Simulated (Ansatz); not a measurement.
CrOF4, 6 atoms. Hardware: 4 threads of Arm Neoverse V1 on a shared host.

The 6-31G sets use Cartesian d functions. Correlated methods freeze 10 core orbitals; core or outer-core shells of Cr are correlated, in sets that lack core-valence functions.

(1) How many basis functions does each of these Ansatz runs have, and roughly what does it cost? PBE0-D4/def2-TZVP, charge 1 doublet at the geometry of the charge 0 singlet, energy, from earlier orbitals; HF/6-31G, charge 0 singlet, energy; r2SCAN-D4/def2-SVP, charge 0 singlet, frequencies; B97M-V/def2-TZVP, charge 0 singlet, energy, from earlier orbitals; PBE with 15 % exact exchange/def2-TZVP, charge 0 singlet, energy, from earlier orbitals; PBE with 5 % exact exchange/def2-TZVP, charge 0 singlet, energy, from earlier orbitals; r2SCAN-D4/def2-TZVP, charge 1 doublet at the geometry of the charge 0 singlet, energy, from earlier orbitals; ωB97X-V/def2-TZVP, charge 0 singlet, energy, from earlier orbitals; MP2/def2-TZVP, charge 0 singlet, energy, from earlier orbitals; BHLYP-D4/def2-TZVP, charge 0 singlet, energy, from earlier orbitals; LC-ωPBE/def2-TZVP, charge 0 singlet, energy, from earlier orbitals; PBE with 50 % exact exchange/def2-TZVP, charge 0 singlet, energy, from earlier orbitals.

Answers

(1) Other jobs shared the machine, so times can vary by a factor of up to 3. A dash marks memory too small to be measured apart from the calling script's.

| run | functions | fitting or Cholesky vectors | wall time | peak host memory (GiB) |
| --- | --- | --- | --- | --- |
| HF/6-31G, charge 0 singlet, energy | 74 | 652 | 0.5 s | – |
| LC-ωPBE/def2-TZVP, charge 0 singlet, energy, from earlier orbitals | 200 | 1204 | 2.9 s | – |
| PBE with 15 % exact exchange/def2-TZVP, charge 0 singlet, energy, from earlier orbitals | 200 | 1234 | 3 s | – |
| PBE with 5 % exact exchange/def2-TZVP, charge 0 singlet, energy, from earlier orbitals | 200 | 1204 | 3.3 s | – |
| PBE with 50 % exact exchange/def2-TZVP, charge 0 singlet, energy, from earlier orbitals | 200 | 1427 | 3.8 s | 0.56 |
| BHLYP-D4/def2-TZVP, charge 0 singlet, energy, from earlier orbitals | 200 | 1427 | 4.2 s | 0.56 |
| B97M-V/def2-TZVP, charge 0 singlet, energy, from earlier orbitals | 200 | 1204 | 7.5 s | – |
| ωB97X-V/def2-TZVP, charge 0 singlet, energy, from earlier orbitals | 200 | 1246 | 8.5 s | 0.64 |
| MP2/def2-TZVP, charge 0 singlet, energy, from earlier orbitals | 200 | 1454 | 13 s | 0.58 |
| r2SCAN-D4/def2-TZVP, charge 1 doublet at the geometry of the charge 0 singlet, energy, from earlier orbitals | 200 | 1204 | 13 s | – |
| PBE0-D4/def2-TZVP, charge 1 doublet at the geometry of the charge 0 singlet, energy, from earlier orbitals | 200 | 1264 | 22 s | 1.1 |
| r2SCAN-D4/def2-SVP, charge 0 singlet, frequencies | 101 | 1132 | 56 s | – |
